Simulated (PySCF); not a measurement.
CH8N2O2Si, SMILES CN[Si](N)(O)O. Atoms are numbered in the order given.

```xyz
14

C      2.3422     0.1085     0.5947
N      1.0691     0.7550     0.3435
Si    -0.3917    -0.0137    -0.1056
N     -1.3332     1.2157    -0.8606
O     -1.3634    -0.6924     1.0783
O      0.0601    -1.3498    -0.9919
H      2.6079     0.0645     1.6690
H      2.2993    -0.9237     0.2183
H      3.1726     0.6133     0.0678
H      1.0347     1.7405     0.5809
H     -0.9242     1.7583    -1.6153
H     -2.3214     1.0533    -1.0284
H     -1.7228    -0.0779     1.7278
H     -0.4419    -2.1456    -0.7810
```
Charge 0, spin multiplicity 1.

Coordinates come from a B3LYP-D3(BJ)/def2-SVP optimisation. The structure was generated by enumeration, and PubChem lists no compound with its InChIKey, so it may never have been made. The values are those of a single conformer.

Calculation: HF/pcSseg-1 (PySCF).

GIAO shieldings, no solvent; atoms listed in one row are averaged. δ = σ(ref) − σ: ¹³C against TMS (σ = 192.6 ppm); ¹⁵N against NH3 (σ = 267.3 ppm); ²⁹Si against TMS (σ = 393.8 ppm); ¹⁷O against H2O (σ = 333.0 ppm); ¹H against TMS (σ = 31.99 ppm), references at their B3LYP-D3(BJ)/def2-TZVP geometries, non-relativistic.

Computed chemical shifts:
```tsv
nucleus	atoms	count	δ (ppm)
¹³C	C1	1	29.1
¹⁵N	N4	1	19.6
¹⁵N	N2	1	17.7
²⁹Si	Si3	1	-52.6
¹⁷O	O5	1	38.3
¹⁷O	O6	1	29.3
¹H	H7, H8, H9	3	2.90
¹H	H14	1	2.20
¹H	H13	1	1.86
¹H	H11	1	0.97
¹H	H12	1	0.83
¹H	H10	1	0.34
```
